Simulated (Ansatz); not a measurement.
Ansatz (a program for electronic structure) input:

Ansatz 0.2 input:
```yaml
crystal:
  periodic: [false, false, false]
  atoms:
    - {symbol: Ge, position_ang: [0.06687803, -0.59132990, -0.00140343]}
    - {symbol: O, position_ang: [1.70323732, -0.62966900, -0.36875830]}
    - {symbol: Cl, position_ang: [-0.84841036, 1.54454633, 0.15527826]}
    - {symbol: H, position_ang: [-0.94737056, -1.17697927, -1.04822927]}
    - {symbol: H, position_ang: [-0.39564896, -1.12039959, 1.40347513]}
basis:
  gaussian:
    orbitals: def2-SVPD
total_charge: -1
magnetization: {spin_polarized: false}
correlation: {method: ccsd_t, electrons: outside_noble_gas}
output: {forces: true}
```

### Question
Predict the final energy.

### Answer
-2611.01155 Eh (CCSD(T)/def2-SVPD). The basis has 104 functions. The run takes roughly 30 core-seconds.

It need not be the lowest isomer of its formula. Whether it binds its extra electron was not tested at this geometry.
